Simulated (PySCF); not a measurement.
Shapes and spin states of AgF3

All numbers come from PySCF, B3LYP, basis Ag def2-SVP with ECP28, F def2-SVP (scalar-relativistic core potentials, no spin–orbit coupling, density fitting).

Relaxations began from a few typed shapes and spin states; open shells are unrestricted. The search is not exhaustive: other isomers or separated fragments can lie lower, and high-lying points may rest on an excited occupation.

```json
{"spin": "singlet", "group": "C2v", "bonds": "Ag–F 1.887 Å (×2), Ag–F 1.901 Å", "angles": "F–Ag–F 94.8° (×2), F–Ag–F 170.5°", "imaginary modes (cm⁻¹)": "none", "ΔE (kJ/mol)": "0.0", "ΔE with ZPE (kJ/mol)": "0.0"}
{"spin": "triplet", "group": "C2v", "bonds": "Ag–F 1.932 Å (×2), Ag–F 1.939 Å", "angles": "F–Ag–F 117.4° (×2), F–Ag–F 125.2°", "imaginary modes (cm⁻¹)": "none", "ΔE (kJ/mol)": "31.8", "ΔE with ZPE (kJ/mol)": "29.3"}
{"spin": "singlet", "group": "C2v", "bonds": "Ag–F 1.890 Å (×2), Ag–F 1.924 Å", "angles": "F–Ag–F 86.4°, F–Ag–F 136.8° (×2)", "imaginary modes (cm⁻¹)": "193i", "ΔE (kJ/mol)": "39.2", "ΔE with ZPE (kJ/mol)": "–"}
{"spin": "triplet", "group": "C2v", "bonds": "Ag–F 1.939 Å (×2), Ag–F 2.036 Å", "angles": "F–Ag–F 95.8° (×2), F–Ag–F 168.5°", "imaginary modes (cm⁻¹)": "none", "ΔE (kJ/mol)": "68.2", "ΔE with ZPE (kJ/mol)": "65.0"}
```

The lowest minimum found is the singlet C2v: Ag–F 1.887 Å (×2), Ag–F 1.901 Å; F–Ag–F 94.8° (×2), F–Ag–F 170.5°.

Formally Ag is in oxidation state +3, d8, with 0 unpaired electrons (the high-spin count would be 2). The polar-tensor charge on Ag, 1.16, is far below the formal one.
